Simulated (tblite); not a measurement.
Compound: C5H14N2Si.
Atom-mapped SMILES: `[CH2:1]=[C:2]([SiH2:3][NH2:4])[N:5]([CH3:6])[CH2:7][CH3:8]` (hydrogens: H9, H10 on C1; H11, H12 on Si3; H13, H14 on N4; H15, H16, H17 on C6; H18, H19 on C7; H20, H21, H22 on C8)

Structure optimised with GFN2-xTB, isolated species.

Question: What internal coordinates does the optimisation give?

Answer: 
```tsv
bond	length (pm)
C1=C2	134.1
C2–Si3	189.5
Si3–N4	172.8
C2–N5	138.1
N5–C6	144.2
N5–C7	144.5
C7–C8	152.9
C1–H9	107.6
C1–H10	107.4
Si3–H11, Si3–H12	147.1
N4–H13, N4–H14	100.8
C6–H15, C6–H17	108.9
C6–H16	109.9
C7–H18	108.9
C7–H19	110.0
C8–H20, C8–H21, C8–H22	108.7
```

Bonds in one row agree within 1 pm and their mean is given. A selection of angles:
```tsv
angle	degrees
C1–C2–Si3	117.7
C1–C2–N5	122.6
Si3–C2–N5	119.4
C2–Si3–N4	106.8
C2–N5–C6	118.8
C2–N5–C7	121.6
C6–N5–C7	114.8
N5–C7–C8	112.1
H13–N4–Si3	117.5
H14–N4–Si3	118.0
```

Torsions: C1–C2–Si3–N4 131° (anticlinal); C1–C2–N5–C6 0° (synperiplanar); C2–N5–C7–C8 123° (anticlinal). The mirror-image conformer, all signs reversed, is as good.

Of the pairs four or more bonds apart, Si3···H18 is among the closest relative to their van der Waals radii: 2.60 Å, 79 % of the sum of Bondi's values. Si3 (SiH2 silicon) is distorted tetrahedral (angles from 104.7° to 115.1°). The C–N distances run from 1.381 Å (C2–N5, drawn single) to 1.445 Å (N5–C7, drawn single), a spread of 0.064 Å. N4 (silicon-bound nitrogen) is pyramidal (angles 118.0°, 117.5° and 109.5°, sum 344.9°, 0.27 Å off the plane of its three neighbours). The 2 C–C bonds span 1.341 Å (C1=C2, drawn double) to 1.529 Å (C7–C8, drawn single), a spread of 0.188 Å. N5 (enamine nitrogen) has angles 121.6°, 118.8° and 114.8°, sum 355.2°, 0.18 Å off the plane of its three neighbours.

Point group: C1 (no symmetry element, even within 0.4 Å). Its GFN2-xTB frequencies are all real (lowest 37 cm⁻¹). One conformer, not necessarily the lowest (C1–C2–Si3–N4 131°, C2–Si3–N4–H -48° and 178°, C1–C2–N5–C6 0°, C2–N5–C7–C8 123°).

Hardware: one thread of an Intel Xeon at 2.50 GHz, shared host with 64 logical CPUs at a one-minute load of 63. Cost: 4.2 s of wall time. That covers the optimisation of the geometry.

These are computed values.
